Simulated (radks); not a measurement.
Task: Species: Se2+. Configuration: [Ar] 3d10 4s2 4p2. All-electron calculation, Dirac Kohn-Sham, BP86, spin-unpolarised, spherical densities, finite nucleus; open shells fill j = l - 1/2 first; Fermi nuclear charge, rms radius 4.14 fm. Program: a radial shooting solver on a logarithmic mesh with Libxc functionals. Some entries of the table are withheld. Estimate them.

orbital,occ.,eigenvalue (Ry),<1/r> (bohr^-1)
1s1/2,2,-920.7286,34.57
2s1/2,2,-119.7784,7.686
2p1/2,2,-107.6278,7.651
2p3/2,4,-104.5566,7.415
3s1/2,2,-17.35020,2.500
3p1/2,2,-13.19601,(1)
3p3/2,4,-12.76370,(2)
3d3/2,4,-5.60513,2.044
3d5/2,6,-5.53914,2.029
4s1/2,2,-2.76969,0.7826
4p1/2,2,-1.90084,0.6650
4p3/2,0,-1.86286,0.6536
5s1/2,0,-0.81990,0.3167
4d3/2,0,(3),0.4126
4d5/2,0,(4),0.4111

Result: 
(1) 3p1/2 <1/r> (bohr^-1): 2.379
(2) 3p3/2 <1/r> (bohr^-1): 2.323
(3) 4d3/2 eigenvalue (Ry): -0.78717
(4) 4d5/2 eigenvalue (Ry): -0.78445
